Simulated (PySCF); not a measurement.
HfI3, SMILES [I][Hf+]([I])[I], charge +1, multiplicity 1.

Geometry: B3LYP-D3(BJ)/def2-SVP. The multiplicity is an assumed one; no other spin state was optimised. The isomer is the one that the SMILES or the coordinates give; other isomers of the formula were not compared. The def2 effective core potentials stand for the cores of Hf, I; spin–orbit coupling is left out.

Level of theory: PBE/def2-TZVP run with PySCF.

Computed frontier levels, gap, dipole moment and polarisability:
The highest occupied level is -10.99 eV, the lowest empty level is -8.82 eV and the orbital gap is 2.17 eV. The dipole moment about the centre of nuclear charge is 3.02 D. The mean static polarisability is 140.9 bohr³ (20.88 Å³) and the polarisability, principal values is 91.8, 165.4, 165.4 bohr³.
